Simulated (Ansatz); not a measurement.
Geometry optimisation of Ag₂Pd₂⁻.

```yaml
crystal:
  periodic: [false, false, false]
  atoms:
    - {symbol: Pd, position_ang: [0.606220, 0.084310, 0.008960]}
    - {symbol: Pd, position_ang: [-2.253040, 0.865040, 0.037990]}
    - {symbol: Ag, position_ang: [3.184550, 0.691210, -0.017950]}
    - {symbol: Ag, position_ang: [-1.537730, -1.640560, -0.029000]}
basis:
  gaussian: {orbitals: def2-SVPD}
total_charge: -1
magnetization: {spin_polarized: true, initial_magnetization: 1}
hamiltonian: {xc: r2scan, dispersion: d4}
scf: {lower_state_search: "off"}
output: {orbitals: {seedname: orbitals}}
relax: {f_tol: 0.02, max_steps: 100}
```

```sh
$ ansatz run in.yaml --threads 4 --pin off --events-out ev --progress --plain --max-ram 3916MiB
```

Output, abridged:

```
Functional definition: r2SCAN
mean field -14964.71457971 eV, -549.9431173563 hartree, gradient 4.6e-6 eV, S^2 0.767846; 0 other end points of the search recorded, 0 dependent functions left out
relax step   1: F+E_penalty+E_count = -14964.75152679 eV  Δ(F+E_penalty+E_count) = +0.000e0 eV  max|allowed force component| = 9.225e-1 eV/Å  Δτ_max = 0.0000 Å  (38 SCF iters, accepted)
mean field -14964.98685635 eV, -549.9531233385 hartree, gradient 2.6e-6 eV, S^2 0.767701; 0 other end points of the search recorded, 0 dependent functions left out
relax step   2: F+E_penalty+E_count = -14965.02491911 eV  Δ(F+E_penalty+E_count) = -2.734e-1 eV  max|allowed force component| = 6.135e-1 eV/Å  Δτ_max = 0.1973 Å  (59 SCF iters, accepted)
mean field -14965.02312031 eV, -549.9544560143 hartree, gradient 2.9e-6 eV, S^2 0.759313; 0 other end points of the search recorded, 0 dependent functions left out
relax step   3: F+E_penalty+E_count = -14965.06178725 eV  Δ(F+E_penalty+E_count) = -3.687e-2 eV  max|allowed force component| = 1.038e0 eV/Å  Δτ_max = 0.1963 Å  (54 SCF iters, accepted)
mean field -14965.11738200 eV, -549.9579200676 hartree, gradient 2.6e-6 eV, S^2 0.763685; 0 other end points of the search recorded, 0 dependent functions left out
relax step   4: F+E_penalty+E_count = -14965.15617526 eV  Δ(F+E_penalty+E_count) = -9.439e-2 eV  max|allowed force component| = 4.849e-1 eV/Å  Δτ_max = 0.1999 Å  (53 SCF iters, accepted)
mean field -14965.17086557 eV, -549.9598855527 hartree, gradient 1.8e-6 eV, S^2 0.765820; 0 other end points of the search recorded, 0 dependent functions left out
relax step   5: F+E_penalty+E_count = -14965.20976032 eV  Δ(F+E_penalty+E_count) = -5.359e-2 eV  max|allowed force component| = 1.968e-1 eV/Å  Δτ_max = 0.1954 Å  (45 SCF iters, accepted)
mean field -14965.19620901 eV, -549.9608169070 hartree, gradient 2.2e-6 eV, S^2 0.767778; 0 other end points of the search recorded, 0 dependent functions left out
relax step   6: F+E_penalty+E_count = -14965.23548404 eV  Δ(F+E_penalty+E_count) = -2.572e-2 eV  max|allowed force component| = 3.218e-1 eV/Å  Δτ_max = 0.1977 Å  (45 SCF iters, accepted)
mean field -14965.24564541 eV, -549.9626336610 hartree, gradient 2.3e-6 eV, S^2 0.767949; 0 other end points of the search recorded, 0 dependent functions left out
relax step   7: F+E_penalty+E_count = -14965.28550451 eV  Δ(F+E_penalty+E_count) = -5.002e-2 eV  max|allowed force component| = 1.367e-1 eV/Å  Δτ_max = 0.1999 Å  (44 SCF iters, accepted)
mean field -14965.29954942 eV, -549.9646145968 hartree, gradient 2.6e-6 eV, S^2 0.771219; 0 other end points of the search recorded, 0 dependent functions left out
relax step   8: F+E_penalty+E_count = -14965.33986975 eV  Δ(F+E_penalty+E_count) = -5.437e-2 eV  max|allowed force component| = 1.820e-1 eV/Å  Δτ_max = 0.1968 Å  (44 SCF iters, accepted)
mean field -14965.38407319 eV, -549.9677207879 hartree, gradient 2.6e-6 eV, S^2 0.776595; 0 other end points of the search recorded, 0 dependent functions left out
relax step   9: F+E_penalty+E_count = -14965.42479958 eV  Δ(F+E_penalty+E_count) = -8.493e-2 eV  max|allowed force component| = 2.399e-1 eV/Å  Δτ_max = 0.1903 Å  (46 SCF iters, accepted)
mean field -14965.45103173 eV, -549.9701814690 hartree, gradient 2.7e-6 eV, S^2 0.784790; 0 other end points of the search recorded, 0 dependent functions left out
relax step  10: F+E_penalty+E_count = -14965.49215085 eV  Δ(F+E_penalty+E_count) = -6.735e-2 eV  max|allowed force component| = 1.132e-1 eV/Å  Δτ_max = 0.1954 Å  (49 SCF iters, accepted)
mean field -14965.45269521 eV, -549.9702426009 hartree, gradient 2.4e-6 eV, S^2 0.785349; 0 other end points of the search recorded, 0 dependent functions left out
relax step  11: F+E_penalty+E_count = -14965.49383831 eV  Δ(F+E_penalty+E_count) = -1.687e-3 eV  max|allowed force component| = 1.267e-1 eV/Å  Δτ_max = 0.0251 Å  (42 SCF iters, accepted)
mean field -14965.45382742 eV, -549.9702842088 hartree, gradient 2.1e-6 eV, S^2 0.785823; 0 other end points of the search recorded, 0 dependent functions left out
relax step  12: F+E_penalty+E_count = -14965.49497395 eV  Δ(F+E_penalty+E_count) = -1.136e-3 eV  max|allowed force component| = 1.531e-2 eV/Å  Δτ_max = 0.0113 Å  (45 SCF iters, accepted)
Total energy: -14965.49500510 eV, -549.9717974604 hartree
Atom 0 at     0.794919    -0.974735    -0.009210 Å, force     0.007258    -0.015313    -0.000181 eV/Å
Atom 1 at    -0.793776     0.974145     0.010482 Å, force    -0.011599     0.015052     0.000119 eV/Å
Atom 2 at     1.934472     1.362332     0.008395 Å, force    -0.004795    -0.003287     0.000010 eV/Å
Atom 3 at    -1.935614    -1.361742    -0.009667 Å, force     0.009136     0.003548     0.000051 eV/Å
Dipole moment:     0.000615    -0.000199     0.000003 e Å
Checks for a lower state left out: stability, starts, cluster_reference, orbital_swaps, neighbouring_geometries, increment
```

Run time 1.7 min (4 threads of Arm Neoverse V1 on a shared host).

In the def2 sets Ag, Pd take a core potential; there is no spin–orbit coupling. The highest occupied level of the charge -1 doublet lies above zero (up to 0.01 eV). By energy differences its removal costs 1.92 eV (vertical, to the charge 0 triplet, at PBE0-D4/def2-TZVPD). The relaxation made no stability test and no search for a lower SCF solution. The structure comes from a short search, and lower isomers may exist.
